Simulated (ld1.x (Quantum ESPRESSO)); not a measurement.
**Pseudopotential generation for platinum (Pt): PAW, LDA (PZ), scalar-relativistic.**

- Element: platinum (Pt)
- Generator: ld1.x (Quantum ESPRESSO) 7.5
- Type: PAW
- Functional: LDA (PZ)
- Relativity: scalar-relativistic
- Frozen core: [Kr] 4d10 4f14
- Valence charge: 18
- Reference configuration: 5s2 5p6 5d9 6s1 6p0
- Partial waves: 5s (bound): rcut 1.20, rcutus 1.35 bohr; 6s (bound): rcut 1.20, rcutus 1.35 bohr; 5p (bound): rcut 1.75, rcutus 1.90 bohr; 6p (bound, empty): rcut 1.75, rcutus 1.90 bohr; 5d (bound): rcut 1.25, rcutus 1.50 bohr; 5d channel at 1.75 Ry: rcut 1.25, rcutus 1.50 bohr
- Local potential: all-electron potential smoothed inside 1.15 bohr (lloc = -1)
- Core correction: Bessel-smoothed model core, default radius (core density twice the valence density)
- Augmentation charge: PSQ, inside the norm-conserving radii

All-electron outer shells of the reference configuration (LDA (PZ), scalar-relativistic, ld1.x):

```
shell  level (eV)  outermost node (bohr)  outermost maximum (bohr)
   4d     -306.79                   0.20                      0.42
   5s     -102.20                   0.49                      0.87
   4f      -70.51                      –                      0.38
   5p      -56.29                   0.53                      0.98
   5d       -6.38                   0.57                      1.26
   6s       -5.97                   1.14                      2.38
   6p       -0.96                   1.36                      3.55
```

(1) Is the overlap operator S = 1 + Σ q|β⟩⟨β| positive definite (Bessel basis up to 400 Ry)?

(2) Tests: 5s2 5p6 5d9 6s0 6p0; 5s2 5p6 5d8 6s0 6p0; 5s2 5p6 5d7 6s0 6p0; 5s2 5p6 5d8 6s2 6p0; 5s2 5p6 5d8 6s1 6p1; 5s1 5p6 5d9 6s1 6p0; 5s2 5p6 5d8 6s1 6p0. Which has the largest error in its energy relative to the reference configuration, and how large is it?

## Answers

(1) No: its lowest eigenvalue is -0.254, in the p channel, so the generalised eigenproblem breaks down once the basis is large enough.

(2) 5s1 5p6 5d9 6s1 6p0, with +121 meV (all-electron minus pseudo) on +108.91 eV.

The ghost test of this file was not conclusive. Its overlap operator is not positive definite in a basis up to 400 Ry (lowest eigenvalue p -0.25), so the file is unfit for use: the generalised eigenproblem breaks down once the basis is large enough, and its test numbers describe a broken file.
